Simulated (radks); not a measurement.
Q: Coulomb parameter of the 4f shell of the promethium ion Pm3+ in the model configuration [Xe] 4f3 5d1, as a second difference U = [E(n + 0.25) + E(n - 0.25) - 2 E(n)] / (0.25)^2 with all orbitals relaxed. "Bare": the charge of the atom changes with n. "Screened": the 5d shell takes up the change at fixed total charge, which measures U(4f,4f) + U(5d,5d) - 2 U(4f,5d). All-electron calculation, Dirac Kohn-Sham, PBE, spin-unpolarised, spherical densities, point nucleus; open shells are shared between the two j in proportion to 2j + 1. Program: a radial shooting solver on a logarithmic mesh with Libxc functionals. Estimate both.

A: U(bare) = 19.019 eV, U(screened by 5d) = 5.420 eV.
